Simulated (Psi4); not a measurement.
tert-butylthiol (C4H10S), singlet, at a GFN2-xTB geometry, with bond 7-1 at 1.6 times its length; Psi4 1.11 with B3LYP/cc-pVDZ.

The Psi4 input:
```
memory 2 GB

molecule {
0 1
  C    -0.28728591    1.20823473   -1.11264235
  C    -0.25309893   -0.04926139   -0.25443164
  C     0.15383757   -1.26781817   -1.07205804
  C    -1.59391997   -0.27688702    0.43190663
  S     0.98570354    0.19379041    1.10925437
  H    -1.05113059    1.11037707   -1.88238910
  H    -0.65796097    2.60128198   -0.13752792
  H     0.67220764    1.37358002   -1.59965358
  H     0.23356972   -2.14509353   -0.43396168
  H    -0.59245319   -1.46420702   -1.84018979
  H     1.11415571   -1.10710133   -1.55899341
  H    -1.54863534   -1.15449171    1.07316198
  H    -1.85805211    0.58228339    1.04469498
  H    -2.37350079   -0.42797162   -0.31227422
  H     2.03434358    0.36748006    0.30808310
}

set basis cc-pvdz
set scf_type direct

energy('b3lyp')
print_variables()
```

It wrote (shortened):

```
   => Loading Basis Set <=

    Name: CC-PVDZ
    Role: ORBITAL
    Keyword: BASIS

         ---------------------------------------------------------
                                   SCF
               by Justin Turney, Rob Parrish, Andy Simmonett
                          and Daniel G. A. Smith
                              RKS Reference
         ---------------------------------------------------------

  ==> Geometry <==

    Molecular point group: c1
    Full point group: C1

    Geometry (in Angstrom), charge = 0, multiplicity = 1:

       Center              X                  Y                   Z               Mass
    ------------   -----------------  -----------------  -----------------  -----------------
         C           -0.328267502078     1.193785351744    -1.179245410300    12.000000000000
         C           -0.294080522078    -0.063710768256    -0.321034700300    12.000000000000
         C            0.112855977922    -1.282267548256    -1.138661100300    12.000000000000
         C           -1.634901562078    -0.291336398256     0.365303569700    12.000000000000
         S            0.944721947922     0.179341031744     1.042651309700    31.972071174400
         H           -1.092112182078     1.095927691744    -1.948992160300     1.007825032230
         H           -0.698942562078     2.586832601744    -0.204130980300     1.007825032230
         H            0.631226047922     1.359130641744    -1.666256640300     1.007825032230
         H            0.192588127922    -2.159542908256    -0.500564740300     1.007825032230
         H           -0.633434782078    -1.478656398256    -1.906792850300     1.007825032230
         H            1.073174117922    -1.121550708256    -1.625596470300     1.007825032230
         H           -1.589616932078    -1.168941088256     1.006558919700     1.007825032230
         H           -1.899033702078     0.567834011744     0.978091919700     1.007825032230
         H           -2.414482382078    -0.442420998256    -0.378877280300     1.007825032230
         H            1.993361987922     0.353030681744     0.241480039700     1.007825032230

  Running in c1 symmetry.

  Rotational constants: A =      0.14680  B =      0.09990  C =      0.09883 [cm^-1]
  Rotational constants: A =   4400.91958  B =   2994.95185  C =   2962.95574 [MHz]
  Nuclear repulsion =  243.407265019533298

  Charge       = 0
  Multiplicity = 1
  Electrons    = 50
  Nalpha       = 25
  Nbeta        = 25

  ==> Algorithm <==

  SCF Algorithm Type is DIRECT.
  DIIS enabled.
  MOM disabled.
  Fractional occupation disabled.
  Guess Type is SAD.
  Energy threshold   = 1.00e-06
  Density threshold  = 1.00e-06
  Integral threshold = 1.00e-12

  ==> Primary Basis <==

  Basis Set: CC-PVDZ
    Blend: CC-PVDZ
    Number of shells: 62
    Number of basis functions: 124
    Number of Cartesian functions: 129
    Spherical Harmonics?: true
    Max angular momentum: 2

  ==> DFT Potential <==

   => LibXC <=

    Version 7.1.2
    S. Lehtola, C. Steigemann, M. J. T. Oliveira, and M. A. L. Marques,  SoftwareX 7, 1–5 (2018) (10.1016/j.softx.2017.11.002)

   => Composite Functional: B3LYP <=

    B3LYP Hyb-GGA Exchange-Correlation Functional

    P. J. Stephens, F. J. Devlin, C. F. Chabalowski, and M. J. Frisch,  J. Phys. Chem. 98, 11623 (1994) (10.1021/j100096a001)

    Deriv               =              1
    GGA                 =           TRUE
    Meta                =          FALSE

    Exchange Hybrid     =           TRUE
    MP2 Hybrid          =          FALSE

   => Exchange Functionals <=

    0.0800   Slater exchange
    0.7200         Becke 88

   => Exact (HF) Exchange <=

    0.2000               HF

   => Correlation Functionals <=

    0.1900   Vosko, Wilk & Nusair (VWN5_RPA)
    0.8100   Lee, Yang & Parr

   => LibXC Density Thresholds  <==

    XC_HYB_GGA_XC_B3LYP:  1.00E-15

   => Molecular Quadrature <=

    Radial Scheme          =       TREUTLER
    Pruning Scheme         =           NONE
[...]
    Number of basis functions: 622
    Number of Cartesian functions: 704
    Spherical Harmonics?: true
    Max angular momentum: 3

  Minimum eigenvalue in the overlap matrix is 4.5082064185E-03.
  Reciprocal condition number of the overlap matrix is 7.3003251662E-04.
    Using symmetric orthogonalization.

  ==> Pre-Iterations <==

  SCF Guess: Superposition of Atomic Densities via on-the-fly atomic UHF (no occupation information).

   -------------------------
    Irrep   Nso     Nmo
   -------------------------
     A        124     124
   -------------------------
    Total     124     124
   -------------------------

  ==> Iterations <==

                           Total Energy        Delta E     RMS |[F,P]|

   @DF-RKS iter SAD:  -555.97835769764538   -5.55978e+02   0.00000e+00
   @DF-RKS iter   1:  -556.00927430381034   -3.09166e-02   7.91986e-03 ADIIS/DIIS
   @DF-RKS iter   2:  -555.34735892417609    6.61915e-01   1.11445e-02 ADIIS/DIIS
   @DF-RKS iter   3:  -556.55344919135257   -1.20609e+00   1.61361e-03 ADIIS/DIIS
   @DF-RKS iter   4:  -556.57028292452719   -1.68337e-02   7.57858e-04 ADIIS/DIIS
   @DF-RKS iter   5:  -556.57469064788563   -4.40772e-03   8.92402e-05 DIIS
   @DF-RKS iter   6:  -556.57476505827071   -7.44104e-05   2.49267e-05 DIIS
   @DF-RKS iter   7:  -556.57477010790126   -5.04963e-06   9.06569e-06 DIIS
   @DF-RKS iter   8:  -556.57477076391558   -6.56014e-07   2.50631e-06 DIIS
   @DF-RKS iter   9:  -556.57477081872150   -5.48059e-08   6.14932e-07 DIIS

  DF guess converged.

  ==> DirectJK: Integral-Direct J/K Matrices <==

    J tasked:                  Yes
    K tasked:                  Yes
    wK tasked:                  No
    Integrals threads:           1
    Screening Type:           CSAM
    Screening Cutoff:        1E-12
    Incremental Fock:           No

   @RKS iter  10:  -556.57461740877659   -5.56575e+02   3.94519e-06 DIIS
   @RKS iter  11:  -556.57461756861755   -1.59841e-07   8.48427e-07 DIIS
  Energy and wave function converged.

  ==> Post-Iterations <==

   Electrons on quadrature grid:
      Ntotal   =   50.0000560930 ; deviation = 5.609e-05

    Orbital Energies [Eh]
    ---------------------

    Doubly Occupied:

[...]
      25A     -0.230290

    Virtual:

[...]
    Final Occupation by Irrep:
              A
    DOCC [    25 ]
    NA   [    25 ]
    NB   [    25 ]

  @RKS Final Energy:  -556.57461756861755

   => Energetics <=

    Nuclear Repulsion Energy =            243.4072650195332983
    One-Electron Energy =               -1244.8027169497986506
    Two-Electron Energy =                 486.0440978595148067
    DFT Exchange-Correlation Energy =     -41.2232634978670802
    Empirical Dispersion Energy =           0.0000000000000000
    VV10 Nonlocal Energy =                  0.0000000000000000
    Total Energy =                       -556.5746175686176684

Computation Completed

Properties will be evaluated at   0.000000,   0.000000,   0.000000 [a0]

Properties computed using the SCF density matrix

 Multipole Moments:

 ------------------------------------------------------------------------------------
     Multipole            Electronic (a.u.)      Nuclear  (a.u.)        Total (a.u.)
 ------------------------------------------------------------------------------------

 L = 1.  Multiply by 2.5417464519 to convert [e a0] to [Debye]
 Dipole X            :          4.0073014           -4.1348771           -0.1275757
 Dipole Y            :          0.0579595           -0.3780891           -0.3201296
 Dipole Z            :          4.9164863           -5.6020650           -0.6855787
 Magnitude           :                                                    0.7673179

 ------------------------------------------------------------------------------------

  Variable Map:
  ----------------------------------------------------------------------------
[...]
  Array Variable Map:
  ----------------------------------------------------------------------------
[...]
[...]
```
